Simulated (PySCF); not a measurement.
A calculated (UHF, PySCF 2.14, Sapporo-DKH3-DZP-2012, the spin-free X2C one-electron Hamiltonian (Gaussian nucleus)) atom or ion has these occupied shells.

| shell | electrons | orbital energy (eV) | rms radius, mean of both spins (bohr) |
| --- | --- | --- | --- |
| 1s α | 1 | -3650.0 | 0.0937 |
| 1s β | 1 | -3649.9 | 0.0937 |
| 2s α | 1 | -397.32 | 0.418 |
| 2s β | 1 | -397.27 | 0.418 |
| 2p α | 3 | -313.64 | 0.387 |
| 2p β | 3 | -313.63 | 0.387 |
| 3s α | 1 | -47.978 | 1.37 |
| 3s β | 1 | -47.843 | 1.37 |
| 3p α | 3 | -25.960 | 1.56 |
| 3p β | 3 | -25.913 | 1.56 |
| 4s α | 1 | -4.033 | 5.59 |

(1) Name the element and its charge.

## Answers

(1) K (potassium, neutral), in [Ar] 4s1, 2S determinant.
